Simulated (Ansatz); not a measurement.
Total energies of CH₅B₂N, SMILES `BBC=N`.

```xyz
9

B    -1.091   -0.066   -1.137
B    -0.344    0.590    0.160
C     1.108    0.203    0.585
N     1.435   -0.894    1.143
H    -1.082    0.478   -2.206
H    -1.671   -1.114   -1.079
H    -0.906    1.394    0.857
H     1.918    0.933    0.447
H     0.633   -1.525    1.229
```

Total charge 0; spin multiplicity 1. All single points use the PBE0-D4/def2-TZVP geometry. It is one conformer, not always the lowest. Basis def2-TZVPP, the Gaussian-basis code of Ansatz.

RPA on PBE orbitals: Hartree–Fock energy of these orbitals -144.52724 Eh, correlation -0.96670 Eh (frozen core).

| functional | energy without D4 (Eh) | D4 term (kJ/mol) |
| --- | --- | --- |
| LDA (SPW92) | -144.11226 | – |
| PBE | -145.32021 | -12.8 |
| revPBE | -145.49170 | -42.4 |
| BLYP | -145.47273 | -28.6 |
| r2SCAN | -145.43616 | -3.2 |
| B97M-V | -145.54727 | – |
| PBE0 | -145.33922 | -10.7 |
| B3LYP | -145.54941 | -20.5 |
| r2SCANh | -145.42924 | -3.3 |
| r2SCAN0 | -145.41992 | -3.7 |
| HSE06 (plane-wave form) | -145.33007 | -9.9 |
| BHLYP | -145.45048 | -14.7 |
| CAM-B3LYP | -145.44635 | -10.8 |
| LC-ωPBE | -145.41616 | – |
| ωB97X-V | -145.48887 | – |
| ωB97M-V | -145.45717 | – |
| B2PLYP | -145.39630 | – |
| PBE-QIDH | -145.31122 | – |

B3LYP takes the VWN-RPA correlation (the form of Gaussian; ORCA's B3LYP/G). HSE06 is the plane-wave form, built on full-range PBE exchange. The double hybrids freeze the cores in their second-order part.

LC-ωPBE has ω = 0.4 bohr⁻¹.
